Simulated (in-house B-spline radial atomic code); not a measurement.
## Ionising the krypton ion Kr⁶⁺ with different functionals

Computed with a B-spline radial code for spherical atoms: scalar-relativistic (spin-free X2C) Hamiltonian, Fermi nucleus of rms radius 4.1884 fm, spin-polarised at highest spin, spherical fractional occupations for the functionals, and exact exchange of hybrids averaged over the configuration. The ionisation energy is the difference of two self-consistent energies, [Ar] 3d10 4s2 → [Ar] 3d10 4s1, without Breit or QED terms; ε is the level of the shell that loses the electron (its least bound occupied spin orbital). There is no spin-orbit coupling in this Hamiltonian.

| method | rung | ΔSCF (eV) | -ε(4s) (eV) |
| --- | --- | --- | --- |
| PBE0 | global hybrid | ? | ? |
| B3LYP | global hybrid | 109.89 | 103.83 |
| TPSSh | global hybrid | ? | ? |
| BHandHLYP | global hybrid | 109.21 | 105.40 |
| r2SCAN0 | global hybrid | 108.81 | 104.01 |
| B97-1 | global hybrid | 109.68 | 103.44 |
| HSE06 | range-separated hybrid | 109.41 | 103.54 |
| wB97X | range-separated hybrid | 109.10 | 106.76 |
| CAM-B3LYP | range-separated hybrid | 109.88 | 105.72 |
| LC-wPBE | range-separated hybrid | 109.62 | 107.22 |

Q: What does PBE0 give?

A: ΔSCF 109.33 eV, and -ε(4s) = 103.77 eV.

Q: What does TPSSh give?

A: ΔSCF 109.14 eV, and -ε(4s) = 102.73 eV.

Q: Among the functionals, which spreads more, the ΔSCF values or the orbital energies?

A: The orbital energies: ΔSCF values span about 1.08 eV and the orbital energies 4.48 eV; here energy differences depend much less on the functional than eigenvalues do.

Q: How do they compare with the NIST value?

A: NIST lists 109.13 eV ± 0.05 (tabulated theory, ground level to ground level). Errors run from -0.32 to +0.76 eV; TPSSh is closest (+0.01 eV), though others lie within the uncertainty of it, and part of that can be cancellation, since the calculations leave out Breit-QED terms.
